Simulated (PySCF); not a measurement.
Method: PySCF 2.14.0 with PBE-D3(BJ)/def2-TZVP // TPSS-D3(BJ)/def2-SVP. All species are isolated molecules in the gas phase. 

Reference species: [Ti(Br)4] (neutral, multiplicity 1).

The charge on the central atom (meta-Löwdin) comes out as 0.96 e and the coordination number comes out as 4.

Changed species: [Ti(Br)2(H)2] (2 of 4 Br replaced by H; the reference has 0 of 4 Br replaced by H).

Q: Predict the effect on the charge on the central atom (meta-Löwdin) and coordination number.

A: the charge on the central atom (meta-Löwdin) falls by 0.03 e, to 0.93 e; the coordination number stays essentially unchanged.
